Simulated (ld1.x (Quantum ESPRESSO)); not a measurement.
**S: TM pseudisation with revPBE, scalar-relativistic reference atom.**

S, norm-conserving Troullier–Martins (Kleinman–Bylander form), made with ld1.x (Quantum ESPRESSO) 7.5 (revPBE, scalar-relativistic). Core [Ne], reference 3s2 3p2 (charge +2). Waves: 3s (bound): rc 1.40 bohr; 3p (bound): rc 1.60 bohr; 3d channel at -0.2 Ry: rc 1.30 bohr. Local part: all-electron potential smoothed inside 1.20 bohr (lloc = -1). Core correction: Bessel-smoothed model core, default radius (core density twice the valence density).

All-electron outer shells of the reference configuration (revPBE, scalar-relativistic, ld1.x):

| shell | level (eV) | outermost node (bohr) | outermost maximum (bohr) |
| --- | --- | --- | --- |
| 3s | -39.38 | 0.60 | 1.37 |
| 3p | -27.96 | 0.57 | 1.50 |

Problem. Estimate the cutoffs (Ry, on a coarse ladder) from which the occupation-weighted sum of valence levels, in a spherical-Bessel basis at the reference potential, stays within 10 and 1 mRy of its value at 400 Ry.

Solution. 40 Ry and 60 Ry.

Problem. What does a ghost test show?

Solution. No extra level below or beside the all-electron valence levels (s, p, d, f tested).

Problem. Which valence shell sets the plane-wave cutoff?

Solution. 3s: its level needs 55 Ry to come within 1 mRy, against 30 Ry for 3p.

Problem. Tests: 3s2 3p4; 3s2 3p3; 3s2 3p1; 3s1 3p4; 3s2 3p0; 3s1 3p5; 3s0 3p6. Which has the largest error in its energy relative to the reference configuration, and how large is it?

Solution. 3s2 3p0, with +112 meV (all-electron minus pseudo) on +80.76 eV.
